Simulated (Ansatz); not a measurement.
Consider the ligand exchange at the Si–C bond: `[SiH3]C[SiH](Cl)Cl` + silanol → `[SiH3]O[SiH](Cl)Cl` + `C[SiH3]`.

Isolated molecules relaxed with PBE0-D4/def2-TZVP in Ansatz; ΔE leaves out vibrations. CCSD(T)/CBS is the MP2 limit (def2-TZVPP, def2-QZVPP) plus CCSD(T) − MP2 in def2-TZVPP, frozen cores. This one scheme is used for every species. DFT in def2-TZVPP. B3LYP here is the variant with VWN-RPA as its local correlation; programs differ in this. HSE06 is defined as in plane-wave codes. Each species was taken in one conformer, which may not be the lowest.

```json
{"level": "LDA (SPW92)", "ΔE (kJ/mol)": "-101.4", "difference from CCSD(T)/CBS": "11.2"}
{"level": "revPBE-D4", "ΔE (kJ/mol)": "-100.8", "difference from CCSD(T)/CBS": "11.8"}
{"level": "BLYP-D4", "ΔE (kJ/mol)": "-114.9", "difference from CCSD(T)/CBS": "-2.3"}
{"level": "HSE06-D4", "ΔE (kJ/mol)": "-105.4", "difference from CCSD(T)/CBS": "7.2"}
{"level": "ωB97X-V", "ΔE (kJ/mol)": "-112.9", "difference from CCSD(T)/CBS": "-0.3"}
{"level": "B2PLYP", "ΔE (kJ/mol)": "-119.1", "difference from CCSD(T)/CBS": "-6.5"}
{"level": "B3LYP", "ΔE (kJ/mol)": "-120.6", "difference from CCSD(T)/CBS": "-8.0"}
{"level": "r2SCAN0", "ΔE (kJ/mol)": "-115.1", "difference from CCSD(T)/CBS": "-2.5"}
{"level": "LC-ωPBE", "ΔE (kJ/mol)": "-109.7", "difference from CCSD(T)/CBS": "2.9"}
{"level": "HF/def2-SVP", "ΔE (kJ/mol)": "-129.5", "difference from CCSD(T)/CBS": "-16.9"}
{"level": "CCSD/def2-SVP", "ΔE (kJ/mol)": "-114.5", "difference from CCSD(T)/CBS": "-1.9"}
{"level": "SCS-MP2/def2-TZVPP", "ΔE (kJ/mol)": "-116.8", "difference from CCSD(T)/CBS": "-4.2"}
{"level": "MP2/def2-QZVPP", "ΔE (kJ/mol)": "-112.3", "difference from CCSD(T)/CBS": "0.3"}
{"level": "SCS-MP2/def2-QZVPP", "ΔE (kJ/mol)": "-117.2", "difference from CCSD(T)/CBS": "-4.6"}
{"level": "HF/CBS(def2)", "ΔE (kJ/mol)": "-138.7", "difference from CCSD(T)/CBS": "-26.1"}
{"level": "CCSD/CBS(def2)", "ΔE (kJ/mol)": "-115.9", "difference from CCSD(T)/CBS": "-3.3"}
{"level": "CCSD(T)/CBS", "ΔE (kJ/mol)": "-112.6", "difference from CCSD(T)/CBS": "0"}
```

(1) What do rigid-rotor, harmonic-oscillator terms from PBE0-D4/def2-TZVP frequencies (298.15 K, 1 bar) make of the CCSD(T)/CBS value? (Estimate.)

Largest T1 diagnostic among the species: 0.011.

Answers

(1) Computed: ΔZPE = +1.8 kJ/mol, ΔH = -110.8 kJ/mol, ΔS = 7 J/(mol·K), ΔG = -113.0 kJ/mol. Modes under 50 cm⁻¹ make the entropy rough.

Leaving LDA and LC-ωPBE aside and taking each functional with its dispersion term where it has one, the values, not all of them listed here, spread over 23.3 kJ/mol, from BHLYP-D4 to revPBE-D4. In def2-TZVPP, CCSD(T) changes the Hartree–Fock value by +23.2 kJ/mol (the triples alone add +3.3 kJ/mol) and MP2 by +24.5 kJ/mol. From PBE to PBE0 (25 % exact exchange), in def2-TZVPP and without D4, ΔE moves by −4.1 kJ/mol.
